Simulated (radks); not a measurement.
Task: The iridium ion Ir4+, [Xe] 4f14 5d5. Calculated with a radial shooting solver on a logarithmic mesh with Libxc functionals: non-relativistic Kohn-Sham, exchange-only B88, spin-polarised, spherical densities, point nucleus. Every spin shell is full or empty, so the densities are truly spherical. Functionals are evaluated on that one density, not self-consistently. Rank these exchange functionals by their error against the exact value of the orbitals, and give that value: LDA, B88, PBEsol, PW86, OPTX, AM05, B86b, APBE, SCAN, r2SCAN.

Result: Exact: -322.628 hartree. From best to worst, with 100 (|E| - |E exact|)/|E exact| (equal figures are ties): B86b +0.05, SCAN +0.10, B88 +0.11, r2SCAN -0.14, APBE +0.30, PW86 -0.33, PBEsol -1.78, OPTX +1.90, AM05 -3.63, LDA -3.84.
